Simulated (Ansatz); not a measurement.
Program: Ansatz. Geometries: PBE0-D4/def2-TZVP. ΔE: electronic, gas phase. CCSD(T)/CBS adds triple-zeta CCSD(T) − MP2 to the extrapolated MP2 energy (def2 sets, frozen cores). This one scheme is used for every species, atoms too. No spin–orbit coupling; open shells (•) take unrestricted orbitals. Spin–orbit coupling would lower the free atoms: a little for C, O; clearly for Ga. For Ga outer-core shells are correlated without core-valence functions, so the limit isn't a true one: a few kJ/mol of doubt a bond, and 10 to 20 or more in all where bonds break to atoms. Scalar relativity is left out up to krypton.

`N#C[O][GaH2]` → C• + Ga• + 2 H• + N• + O•  (atomization)

```json
{"species": "`N#C[O][GaH2]`", "CCSD(T)/CBS(def2) energy (Eh)": "-2093.04540"}
{"species": "C•", "CCSD(T)/CBS(def2) energy (Eh)": "-37.79194"}
{"species": "Ga•", "CCSD(T)/CBS(def2) energy (Eh)": "-1923.88713"}
{"species": "H•", "CCSD(T)/CBS(def2) energy (Eh)": "-0.50000"}
{"species": "N•", "CCSD(T)/CBS(def2) energy (Eh)": "-54.53257"}
{"species": "O•", "CCSD(T)/CBS(def2) energy (Eh)": "-75.00631"}
```

Problem. Work out ΔE.

Solution. ΔE = 2 × (-0.50000) + (-37.79194) + (-1923.88713) + (-54.53257) + (-75.00631) − (-2093.04540) = 0.82745 Eh = +2172.5 kJ/mol.

Largest T1 diagnostic among the species: 0.015.

The D4 term adds +17.3 kJ/mol with B3LYP and +8.9 kJ/mol with PBE0; it sums over pairs of atoms, weighted by their polarisabilities, and B3LYP, whose exchange is more repulsive, gets the larger term. From r2SCAN to r2SCAN0 (25 % exact exchange), in def2-TZVPP and without D4, ΔE moves by −80.7 kJ/mol: exact exchange takes away binding that semilocal exchange gives to molecules. At CCSD(T), def2-SVP lies −133.7 kJ/mol from the extrapolated value and def2-TZVPP −59.8 kJ/mol: correlation converges slowly with the basis, and small sets miss more of it in the bonded molecule than in its fragments.

B3LYP here is the variant with VWN-RPA as its local correlation; programs differ in this.

For atomizations the MP2-based limit and the directly extrapolated one differ by several kJ/mol either way, and by 10 to 25 for some Ge, Se and Sn compounds, so smaller differences from it don't rank the levels.
